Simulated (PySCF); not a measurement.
C₄H₇FO, SMILES [C@@]1(O)(C)C[C@H]1F.

Coordinates come from a B3LYP-D3(BJ)/def2-SVP optimisation. The structure was generated by enumeration; whether it is a known compound was not checked. One conformer was computed; it need not be the lowest.

All values below come from PySCF with SMD-B3LYP/6-31G*.

Solvation free energies are E(SMD) − E(gas) at the gas-phase geometry, for 1 M in both phases. In vacuum the dipole moment is 2.17 D.

Task: Rank water, 2-propanol, ethylethanoate by solvation free energy, most negative first.

Result: 2-propanol (-6.9 kcal/mol), ethylethanoate (-5.1 kcal/mol), water (-4.4 kcal/mol)
